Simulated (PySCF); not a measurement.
Vertical excitations of a molecule C2H5ClOSi2 from PySCF 2.14.0 with TDA-M06-2X/def2-SVPD, as energy in eV (oscillator strength): 5.24 (0.002), 6.00 (0.004), 6.19 (0.031), 6.29 (0.021), 6.64 (0.020), 6.71 (0.053), 6.83 (0.016), 6.99 (0.061), 7.07 (0.027), 7.09 (0.076). Lowest triplet (TDA): 4.27 eV. Coordinates come from a B3LYP-D3(BJ)/def2-SVP optimisation. The values are those of a single conformer.

Problem. Which structure fits?
A. O[SiH2]C#C[SiH2]Cl
B. C=C1[SiH2]O[Si@H]1Cl
C. O[Si@@H]1[SiH2]C=C1Cl
D. C#C[Si@H](Cl)O[SiH3]

Solution. C, O[Si@@H]1[SiH2]C=C1Cl
